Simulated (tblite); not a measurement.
A tight-binding relaxation on `C[SiH2]O[Si@H]1C=C[SiH2]N1`.

Computed with GFN2-xTB geometry optimisation, gas phase (tblite 0.8.0). Start geometry: from a force field or distance geometry. A driver script takes a list of jobs; this job's settings line and coordinates (Å) are shown.

Command:
```bash
OMP_NUM_THREADS=1 python probes_run.py task.json out
```

Input:
```
{"job": {"kind": "relax", "xc": "GFN2-xTB", "basis": "xTB"}, "charge": 0, "multiplicity": 1}
C      3.746300     0.560400    -0.664500
Si     2.283600    -0.533900    -0.321200
O      1.021700     0.442800     0.251400
Si    -0.523200    -0.270600     0.008000
C     -1.534600    -0.260600     1.534300
C     -2.790700     0.087800     1.327300
Si    -3.132200     0.457000    -0.444500
N     -1.468800     0.680000    -1.132800
H      3.427800     1.612000    -0.743400
H      4.205900     0.269700    -1.618100
H      4.496400     0.388500     0.130400
H      2.653600    -1.504800     0.743200
H      1.825600    -1.267300    -1.487500
H     -0.330300    -1.657100    -0.454100
H     -1.147400    -0.503800     2.520500
H     -3.553400     0.161600     2.116100
H     -3.868300    -0.619800    -1.115700
H     -3.877300     1.710800    -0.549500
H     -1.444300     0.256500    -2.092200
```

Output:
```
step      E/eV     max force
  0    -660.62929    2.562
  1    -660.91019    1.497
  2    -661.01830    1.016
  3    -661.06889    0.926
  4    -661.13664    0.605
  5    -661.17282    0.472
  6    -661.20822    0.590
  7    -661.23631    0.492
  8    -661.26413    0.415
  9    -661.28870    0.303
... (161 lines left out)
171    -661.68081    0.027
172    -661.68096    0.025
173    -661.68109    0.026
174    -661.68119    0.028
175    -661.68127    0.026
176    -661.68137    0.021
177    -661.68145    0.018
178    -661.68151    0.014
179    -661.68154    0.013
180    -661.68155    0.008
```

«max force» is the largest atomic force in eV/Å.

Task: From which step on does the largest force stay under 0.1 eV/Å, and how much energy is left to gain from there?

Result: From step 133 (0.096 eV/Å), 12.6 meV above the end.

In short: energy lowered by 24.3 kcal/mol over 180 steps; largest atomic force 0.008 eV/Å at the end.

Task: Where do the atoms end?

Result: 1.567 Å rms from the input after alignment:
```
atom  x, y, z in Å
C1     2.1504    1.0593   -0.3083
Si2    2.3669   -0.8133   -0.5082
O3     0.9340   -1.5782   -0.4239
Si4   -0.6690   -1.4673   -0.1781
C5    -1.1243   -0.6099    1.4338
C6    -1.8004    0.5305    1.3112
Si7   -2.1764    1.0650   -0.4536
N8    -1.4247   -0.2980   -1.2091
H9     1.5037    1.4611   -1.0846
H10    3.0988    1.5859   -0.3598
H11    1.6883    1.2969    0.6470
H12    3.1676   -1.3837    0.5788
H13    2.8945   -1.1619   -1.8304
H14   -1.1331   -2.8317   -0.3986
H15   -0.8543   -1.0059    2.4052
H16   -2.1019    1.1076    2.1769
H17   -3.6125    1.1100   -0.7558
H18   -1.5277    2.3307   -0.8262
H19   -1.3897   -0.3878   -2.2084
```

Time: 4.3 s. Hardware: one thread of an Intel Xeon at 2.70 GHz, no GPU, on a shared host.
Labels such as C1 count atoms from 1, the log's own numbers from 0.
